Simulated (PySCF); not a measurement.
Dipole response of Be (beryllium, neutral)

[He] 2s1 2p1, high-spin 3P determinant (an excited configuration). All numbers are calculated (PySCF 2.14, scalar relativity by spin-free X2C-1e, in x2c-QZVPPall with one added diffuse shell each of s, p type (8s5p2d1f, 40 functions)). Coupled (time-dependent) response in atomic units; α is the mean over directions.

```csv
method,mean α (bohr³),"α xx, yy, zz",C₆ (like pair),S(−4)
UHF,35.70,"36.48, 34.15, 36.48",199.0,951.3
PBE,39.55,"37.37, 43.90, 37.37",223.8,1431
PBE0,38.06,"37.10, 40.00, 37.10",214.3,1217
BP86,39.50,"37.53, 43.44, 37.53",224.8,1373
M06-2X,38.13,"35.68, 43.02, 35.68",210.3,1331
```

S(−4) is the Cauchy moment in α(ω) = α(0) + S(−4) ω² + …

α(iu) at PBE0:

```json
{"u (hartree)": "0", "α(iu) (bohr³)": "38.06"}
{"u (hartree)": "0.0500", "α(iu) (bohr³)": "35.33"}
{"u (hartree)": "0.100", "α(iu) (bohr³)": "29.49"}
{"u (hartree)": "0.200", "α(iu) (bohr³)": "18.72"}
{"u (hartree)": "0.300", "α(iu) (bohr³)": "12.04"}
{"u (hartree)": "0.500", "α(iu) (bohr³)": "5.808"}
{"u (hartree)": "0.750", "α(iu) (bohr³)": "2.971"}
{"u (hartree)": "1.00", "α(iu) (bohr³)": "1.799"}
{"u (hartree)": "1.50", "α(iu) (bohr³)": "0.8750"}
{"u (hartree)": "2.00", "α(iu) (bohr³)": "0.5251"}
{"u (hartree)": "3.00", "α(iu) (bohr³)": "0.2587"}
{"u (hartree)": "5.00", "α(iu) (bohr³)": "0.1077"}
```

A single London oscillator, α(iu) = α/(1 + u²/ω²), gives C₆ = (3/4) ω α². Matching the computed C₆ needs ω = 4 × 214.3 / (3 × 38.06²) = 0.197 hartree.

The components differ because the open shell of this determinant is not spherical; for a pure term their mean is the scalar polarisability.
